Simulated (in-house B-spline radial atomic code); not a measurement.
A fraction x of an electron is removed from 5p in I3+, starting from [Kr] 4d10 5s2 5p2 and keeping the highest spin. Method: scalar-relativistic (X2C) BP86, spin-polarised, spherical fractional occupations, Fermi nucleus of rms radius 4.75 fm. Calculated with a B-spline radial code for spherical atoms.

```csv
x,E(x) - E(0) (eV),5p up level (eV)
0,0.0000,-35.262
0.07,2.4927,-35.960
0.23,8.3743,-37.562
0.34,12.5670,-38.669
0.45,16.8817,-39.781
0.5,18.8835,-40.288
0.59,22.5505,-41.202
0.73,28.4185,-42.628
0.76,29.7019,-42.934
0.92,36.7024,-44.572
1,40.3010,-45.393
```

The exact functional would give a straight line between the two integer points. Deviations E(x) - E(0) - x[E(1) - E(0)], in eV: -0.328 at x = 0.07, -0.895 at x = 0.23, -1.135 at x = 0.34, -1.254 at x = 0.45, -1.267 at x = 0.5, -1.227 at x = 0.59, -1.001 at x = 0.73, -0.927 at x = 0.76, -0.375 at x = 0.92.

The curve lies below the straight line by up to 1.267 eV (at x = 0.5): convex, the delocalisation error that favours fractional charges.

(1) How well does Slater's transition state (minus the level at half occupation) give the ionisation energy?

Answers

(1) It gives 40.288 eV against 40.301 eV from the two total energies; NIST lists 40.36 eV, ground level to ground level.
